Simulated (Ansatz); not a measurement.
Correlation energies of `C[C](=O)[Ga]([OH])[Br]` by basis set

Cartesian coordinates in Å:
```
C -0.160 1.656 -0.045
C 0.532 0.529 -0.751
O 1.253 0.676 -1.696
Ga 0.193 -1.349 -0.029
O -0.928 -1.560 1.341
Br 1.170 -3.234 -0.882
H -1.240 1.480 -0.051
H 0.077 2.610 -0.518
H 0.141 1.664 1.007
H -1.040 -2.471 1.624
```

Charge 0, multiplicity 1. Correlated methods include outer-core shells of Br, Ga, which these sets cover unevenly. Scalar relativity is left out up to krypton. All single points use the PBE0-D4/def2-TZVP geometry. It is one conformer, not always the lowest. Frozen core, restricted reference, Ansatz.

| basis | HF (Eh) | MP2 corr. | CCSD corr. | (T) | CCSD(T) total |
| --- | --- | --- | --- | --- | --- |
| def2-SVP | ? | -1.07409 | ? | ? | ? |
| def2-TZVPP | -4723.63972 | -1.29048 | – | – | – |
| def2-QZVPP | ? | -1.91478 | – | – | – |

Q: Fill in the withheld values. (Best estimate.)

A: Ansatz gave: def2-SVP HF (Eh): -4722.79807; def2-SVP CCSD corr.: -1.08985; def2-SVP (T): -0.03310; def2-SVP CCSD(T) total: -4723.92102; def2-QZVPP HF (Eh): -4723.73960.
